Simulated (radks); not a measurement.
Neutral potassium, configuration [Ar] 4s1.

Calculated with a radial shooting solver on a logarithmic mesh with Libxc functionals: Dirac Kohn-Sham, PBEsol, spin-unpolarised, spherical densities, point nucleus.

Energy parts (hartree):
total: -601.28783
kinetic: 605.36091
electron-nucleus: -1432.43999
Hartree: 258.33174
exchange-correlation: -32.54048

Orbitals (lengths in bohr, moments of r in powers of bohr; r(90%) holds 90 % of the orbital's charge):
| orbital | occ. | eigenvalue (hartree) | r(90%) | small-component weight |
|---|---|---|---|---|
| 1s1/2 | 2 | -129.2385 | 0.145 | 4.59e-03 |
| 2s1/2 | 2 | -12.96530 | 0.605 | 7.54e-04 |
| 2p1/2 | 2 | -10.35474 | 0.578 | 7.33e-04 |
| 2p3/2 | 4 | -10.24867 | 0.581 | 7.27e-04 |
| 3s1/2 | 2 | -1.29591 | 1.92 | 1.36e-04 |
| 3p1/2 | 2 | -0.69727 | 2.23 | 1.09e-04 |
| 3p3/2 | 4 | -0.68744 | 2.25 | 1.07e-04 |
| 4s1/2 | 1 | -0.08457 | 7.61 | 9.48e-06 |
| 4p1/2 | 0 | -0.02939 | 10.8 | 4.76e-06 |
| 4p3/2 | 0 | -0.02911 | 10.9 | 4.74e-06 |

The highest occupied level is 4s1/2 at -2.301 eV. Summed over all electrons, <r^2> = 48.89 bohr^2, which gives a Langevin (diamagnetic) susceptibility term of -38.7 x 10^-6 cm^3/mol. For comparison, the ionisation energy in NIST's Atomic Spectra Database is 4.341 eV (measured). In exact Kohn-Sham theory the highest level is minus the ionisation energy, but local and semilocal functionals leave it too shallow, through self-interaction and a potential that decays too fast; potentials with the right tail come closer.

Beside tabulated values, note that spin-unpolarised runs miss the spin-polarisation part of the exchange energy of open shells.
